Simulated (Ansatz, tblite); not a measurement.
Cost and result up the ladder for the cluster Pd₃H₃⁺ (6 atoms). Total charge 1; singlet. Geometry: PBE-D4/def2-TZVP.

Cartesian coordinates in Å:
```
Pd -0.3898 1.5023 -0.4784
Pd -1.2029 -0.8020 0.7398
Pd 1.4397 -0.1154 0.7427
H 1.0065 0.6321 -0.6708
H 0.3321 -1.2794 0.3398
H -1.1857 0.0625 -0.6731
```

Ansatz on 4 threads of Arm Neoverse V2 on a shared host; xTB runs through tblite on one thread. Times are rough, summed over both states, and most runs start from the orbitals of an earlier one. RPA@PBE/def2-TZVP serves as the yardstick here, not as an exact answer. The other state is a triplet at its own geometry, which has other bonds, so the gap mixes isomer and spin.

In the def2 sets Pd takes a core potential; there is no spin–orbit coupling. The xTB rows come from tblite. B3LYP takes the VWN-RPA correlation. HSE06 is defined as in plane-wave codes, on full-range PBE exchange. Correlated methods freeze no core orbitals; core or outer-core shells of Pd are correlated, in sets that lack core-valence functions. The structure comes from a short search, and lower isomers may exist.

Run but left out: HF/STO-3G, BHLYP-D4/def2-TZVP (singlet: restricted singlet, unstable in another Hartree–Fock run and untested here).

Correlated methods converge slowly with the basis.

xTB has no spin-polarisation term.

| level | functions | wall time |
| --- | --- | --- |
| GFN2-xTB | 30 | 0.006 s |
| GFN1-xTB | 33 | 0.008 s |
| PBE-D4/def2-TZVP (with forces) | 138 | 6.1 s |
| BLYP-D4/def2-TZVP | 138 | 6.9 s |
| PBE0-D4/def2-TZVP | 138 | 7.7 s |
| HSE06-D4/def2-TZVP | 138 | 8.4 s |
| B3LYP-D4/def2-TZVP | 138 | 9.1 s |
| RPA@PBE/def2-TZVP | 138 | 12 s |
| r2SCAN-D4/def2-TZVP | 138 | 13 s |
| B97M-V/def2-TZVP | 138 | 23 s |

(1) Estimate what each level gives for the triplet − singlet (eV).

Results:

(1) 
| level | triplet − singlet (eV) | difference from RPA@PBE/def2-TZVP (eV) |
| --- | --- | --- |
| GFN2-xTB | 0.57 | -0.47 |
| GFN1-xTB | 0.91 | -0.14 |
| PBE-D4/def2-TZVP (with forces) | 1.23 | 0.19 |
| BLYP-D4/def2-TZVP | 1.26 | 0.21 |
| PBE0-D4/def2-TZVP | 1.11 | 0.06 |
| HSE06-D4/def2-TZVP | 1.12 | 0.08 |
| B3LYP-D4/def2-TZVP | 1.19 | 0.15 |
| RPA@PBE/def2-TZVP | 1.04 | 0.00 |
| r2SCAN-D4/def2-TZVP | 1.16 | 0.12 |
| B97M-V/def2-TZVP | 1.04 | 0.00 |
